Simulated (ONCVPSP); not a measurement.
**An all-electron radial function and its pseudo partner (Ba)**

Columns: radius, all-electron u(r) and pseudo u(r) of the 5p shell (level -21.42 eV) of barium in the configuration [Kr] 4d10 5s2 5p6 6s1.5; PBE, scalar-relativistic, ONCV scheme, ONCVPSP 4.0.1.

| r (bohr) | all-electron | pseudo |
| --- | --- | --- |
| 0.135 | 0.1110 | 0.0129 |
| 0.270 | 0.1943 | 0.0508 |
| 0.405 | -0.2203 | 0.1112 |
| 0.540 | -0.4242 | 0.1902 |
| 0.675 | -0.3380 | 0.2826 |
| 0.810 | -0.0972 | 0.3822 |
| 0.945 | 0.1772 | 0.4825 |
| 1.080 | 0.4197 | 0.5767 |
| 1.215 | 0.6057 | 0.6589 |
| 1.350 | 0.7323 | 0.7244 |
| 1.485 | 0.8059 | 0.7699 |
| 1.620 | 0.8361 | 0.7941 |
| 1.755 | 0.8332 | 0.7972 |
| 1.890 | 0.8063 | 0.7810 |
| 2.025 | 0.7633 | 0.7485 |
| 2.160 | 0.7105 | 0.7035 |
| 2.295 | 0.6526 | 0.6501 |
| 2.430 | 0.5932 | 0.5926 |
| 2.565 | 0.5345 | 0.5345 |
| 2.700 | 0.4784 | 0.4785 |
| 2.835 | 0.4258 | 0.4258 |
| 2.970 | 0.3771 | 0.3772 |
| 3.105 | 0.3328 | 0.3328 |
| 3.240 | 0.2926 | 0.2927 |
| 3.375 | 0.2567 | 0.2567 |
| 3.510 | 0.2246 | 0.2246 |

**Question.** How many radial nodes do the two functions have?

**Answer.** The all-electron 5p function has n − l − 1 = 3 (the table is too coarse to show those close to the nucleus); the pseudo-wave has 0, since the states of the same l below it are removed with the core.

**Question.** At about which radius was the pseudo-wave matched?

**Answer.** 2.70 bohr. The columns agree to 0.0005 from 2.56 bohr on; several derivatives are matched, so the curves merge somewhat inside the radius.

**Question.** Is the pseudo-wave norm-conserving?

**Answer.** Yes: the ONCV scheme keeps the norm inside the radius equal to the all-electron one, which fixes the energy derivative of the logarithmic derivative at the level.
